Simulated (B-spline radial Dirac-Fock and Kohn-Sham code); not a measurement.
## Satellites and hypersatellites of the K lines of Hg³⁺

System: the Hg³⁺ ion, configuration [Xe] 4f14 5d9.

The run's input, task.json:

```json
{"items": [{
  "Z": 80,
  "q": 3,
  "cfg": [[1, 0, 2], [2, 0, 2], [2, 1, 6], [3, 0, 2], [3, 1, 6], [3, 2, 10], [4, 0, 2], [4, 1, 6], [4, 2, 10], [4, 3, 14], [5, 0, 2], [5, 1, 6], [5, 2, 9]],
  "A": 202,
  "rrms": 5.4648,
  "do": ["binding", "quiet", "double"]
}]}
```

Command: `python xray_run.py task.json out`

Method: Dirac-Fock (average of configuration) total-energy differences with a finite nucleus, the Breit interaction including its frequency dependence, and self-energy and vacuum-polarisation corrections. Computed with a radial finite-basis atomic code. Each two-hole energy is an average over J within one jj subconfiguration, not an observable level; in light atoms, where LS coupling holds, the j-resolved values are not observed lines, and for a K spectator the Kα1 hypersatellite is nearly forbidden. No correlation.

Lines without a spectator: Kα2 (K-L2) 68888.6 eV, Kα1 (K-L3) 70814.1 eV, Kβ3 (K-M2) 79813.4 eV, Kβ1 (K-M3) 80244.6 eV. Shifts in eV with one spectator hole (a dash: not computed, or left out as unreliable):

```csv
spectator hole,Kα2,Kα1,Kβ3,Kβ1
K (1s),+1106.9,+1206.7,+1437.6,+1461.1
L2 (2p1/2),+145.8,+200.9,–,+370.3
L3 (2p3/2),+101.1,+114.5,+263.7,–
M2 (3p1/2),–,+32.7,+60.2,+71.7
M3 (3p3/2),+16.08,–,+48.2,+49.4
M4 (3d3/2),+5.24,+1.96,–,–
```

Run: 89 s of CPU time on 1 thread of Neoverse-N1 (shared host), peak memory 0.60 GiB.
